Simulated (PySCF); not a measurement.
**Ions at one geometry of [Hg(HCN)]2+**

PySCF 2.14.0, RKS PBE0, Hg def2-SVP with ECP60, N def2-SVP, C def2-SVP, H def2-SVP; non-relativistic Hamiltonian with scalar-relativistic core potentials where named; density fitting; no spin-orbit coupling; singlets restricted, open shells unrestricted. The geometry is relaxed for charge +2, singlet, vacuum:

```xyz
4

Hg    0.0000    0.0000   -0.2617
N     0.0000    0.0000    1.7750
C     0.0000    0.0000    2.9247
H     0.0000    0.0000    4.0293
```

Energies count from the relaxed state; an electron taken off or put on is at rest in vacuum. Charges and spins are Mulliken's.

| state | energy (eV) | spin squared | charge on Hg1 (e) | spin on Hg1 (e) | dipole about the centre of mass (D) |
| --- | --- | --- | --- | --- | --- |
| charge +2, singlet, vacuum | 0.00 | 0.00 | 1.58 | 0.00 | 6.60 |
| charge +1, doublet, vacuum | -14.94 | 0.75 | 0.76 | 0.89 | 6.81 |

Problem. What does the state charge +3, doublet, vacuum give?

Solution. energy (eV) 25.80, spin squared 0.75, charge on Hg1 (e) 1.85, spin on Hg1 (e) 0.02, dipole about the centre of mass (D) 15.14.

With an electron taken off (doublet) the charges change, summed by element, by Hg +0.28 e, N +0.31 e, C +0.31 e, H +0.10 e. The vertical ionisation energy is 25.80 eV, against −ε(HOMO) = 22.99 eV of the relaxed state. The level lies 2.8 eV too high, as is usual for semilocal functionals and global hybrids, which keep a self-interaction error.

With an electron put on (doublet) the charges change, summed by element, by Hg -0.82 e, N +0.04 e, C -0.16 e, H -0.06 e. The vertical electron affinity is 14.94 eV, against −ε(LUMO) = 17.39 eV of the relaxed state.

Open shells may have lower solutions than those found.
